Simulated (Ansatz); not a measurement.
One change: `[SiH3]OBCl` becomes `OBCl`.

Ansatz, PBE0-D4/def2-TZVP geometries, multiplicity 1. Each molecule was computed in one conformer, which needn't be the lowest.

| property | `[SiH3]OBCl` |
| --- | --- |
| HOMO–LUMO gap (B3LYP/def2-TZVPP) / eV | 7.92 |
| size of the dipole moment (ωB97M-V/def2-TZVPP) / D | 1.10 |
| HOMO energy (PBE/def2-TZVPP) / eV | -7.64 |
| HOMO energy (PBE0/def2-TZVPP) / eV | -9.05 |
| HOMO–LUMO gap (PBE0/def2-TZVPP) / eV | 8.40 |
| HOMO energy (B3LYP/def2-TZVPP) / eV | -8.80 |

(1) What does the change do to each property? (Best estimate.)

Answers

(1) The calculation gave: 
| property | `OBCl` | shift |
| --- | --- | --- |
| HOMO–LUMO gap (B3LYP/def2-TZVPP) / eV | 8.26 | 0.34 |
| size of the dipole moment (ωB97M-V/def2-TZVPP) / D | 1.12 | 0.02 |
| HOMO energy (PBE/def2-TZVPP) / eV | -7.71 | -0.07 |
| HOMO energy (PBE0/def2-TZVPP) / eV | -9.15 | -0.10 |
| HOMO–LUMO gap (PBE0/def2-TZVPP) / eV | 8.76 | 0.36 |
| HOMO energy (B3LYP/def2-TZVPP) / eV | -8.88 | -0.08 |

With PBE0 the HOMO falls by 0.10 eV and the LUMO rises by 0.26 eV, so the gap widens by about 0.36 eV. PBE moves the HOMO by -0.07 eV and ωB97M-V by -0.12 eV. The zero-point energy changes by -40.2 kJ/mol with -9 modes. Dipoles are sizes alone; their direction can turn.

B3LYP here is the variant with VWN-RPA as its local correlation; programs differ in this.
